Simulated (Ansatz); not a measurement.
Stepwise reaction of `[NH2][W]([NH2])(=[O])=[O]` with hydrogen chloride, as a gas-phase model of exchange steps in deposition or etching. ΔE in kJ/mol; ΔG adds harmonic PBE0-D4 terms to CCSD(T)/CBS, at 1 bar.

Gas-phase electronic energies from Ansatz, PBE0-D4/def2-TZVP geometries. CCSD(T)/CBS adds triple-zeta CCSD(T) − MP2 to the extrapolated MP2 energy (def2 sets, frozen cores). This one scheme is used for every species. DFT in def2-TZVPP. B3LYP here is the variant with VWN-RPA as its local correlation; programs differ in this. Elements past krypton have def2 core potentials. For W outer-core shells are correlated without core-valence functions, which leaves a few kJ/mol of doubt a bond. Each species was taken in one conformer, which may not be the lowest.

```
step                                                              reaction  PBE-D4  B3LYP-D4  ωB97M-V  CCSD(T)/CBS  ΔG(500 K)
   1  `[NH2][W]([NH2])(=[O])=[O]` + HCl → `[NH2][W](=[O])(=[O])[Cl]` + NH₃   -64.4     -61.6    -60.0        -62.7      -55.2
   2    `[NH2][W](=[O])(=[O])[Cl]` + HCl → `[O]=[W](=[O])([Cl])[Cl]` + NH₃   -41.4     -38.4    -36.8        -40.0      -31.4
```

By hand: ΔE of the 2 steps together at CCSD(T)/CBS.

(-62.7) + (-40.0) = -102.7 kJ/mol, or -51.4 kJ/mol a step.

In ΔE each step is higher than the one before. All are downhill at CCSD(T)/CBS. ΔG lies between -55.2 and -31.4 kJ/mol a step. PBE-D4 differs from CCSD(T)/CBS by -1.7 to -1.4 kJ/mol a step. Isolated molecules leave out the surface, adducts and barriers. Largest T1 diagnostic: 0.022.
